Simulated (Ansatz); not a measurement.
This geometry of H₄InNO (7 atoms, charge 0, multiplicity 1) is a first-order saddle point.

These are results of Ansatz 0.2.0, RKS PBE-D4/def2-TZVP, not measurements.

```xyz
7
Properties=species:S:1:pos:R:3
N -1.018 0.590 -0.917
In 0.089 0.063 0.673
O 1.535 -1.158 -0.023
H -0.807 0.252 -1.849
H -1.824 1.203 -0.895
H -0.086 0.508 2.313
H 2.112 -1.459 0.698
```

(1) Which two structures does it join? (They come from a converged band through this point; their orientation in space is the band's.)

(2) How far does it lie above each of them?

Results:

(1) No bond is made or broken. The height of N1 over the plane of its neighbours goes from 0.31 to -0.31 Å. The two ends are copies of one structure, up to a mirror image or an exchange of like atoms.

Image 0:

```xyz
7
Properties=species:S:1:pos:R:3
N -0.903 0.785 -0.976
In 0.069 0.074 0.660
O 1.513 -1.158 -0.026
H -0.820 0.197 -1.805
H -1.875 1.067 -0.861
H -0.067 0.508 2.312
H 2.082 -1.473 0.696
```

Image 8:

```xyz
7
Properties=species:S:1:pos:R:3
N -1.179 0.422 -0.905
In 0.072 0.077 0.658
O 1.521 -1.150 -0.027
H -0.754 0.285 -1.822
H -1.701 1.296 -0.905
H -0.072 0.503 2.312
H 2.114 -1.432 0.689
```

(2) 2.1 kJ/mol above the first and 2.1 kJ/mol above the second. This is the barrier of this one path; another mechanism may lie lower.

The run took 56 s on 2 threads of Intel(R) Xeon(R) 6975P-C (Granite Rapids) (shared host), peak memory 0.23 GiB.
